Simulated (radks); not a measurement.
Question: Spherical quantum dot in the effective-mass picture: electrons in a parabolic well V = omega^2 r^2 / 2 with omega = 0.792, all in effective atomic units (hartree* = m*/eps^2 hartree, bohr* = eps/m* bohr), one dielectric constant everywhere. Calculated with a radial shooting solver with Libxc functionals: non-relativistic Kohn-Sham, r2SCAN, spin-polarised, spherical densities, generalised Kohn-Sham scheme. Levels are named by radial order and angular momentum (1s, 1p, 1d, 2s, ...), and open shells are averaged over m. Results are scaled to m* = 0.056 and eps = 5.1, for which hartree* = 58.59 meV and bohr* = 4.819 nm. At N = 19 the configuration is 1s2 1p6 1d10 2s(up 1, down 0). Does electron 20 go into 1f up or 1f down or 2s down?

Answer: Into 2s down. The total energies of the other choices lie higher by 18.1 meV (1f up), 18.8 meV (1f down).
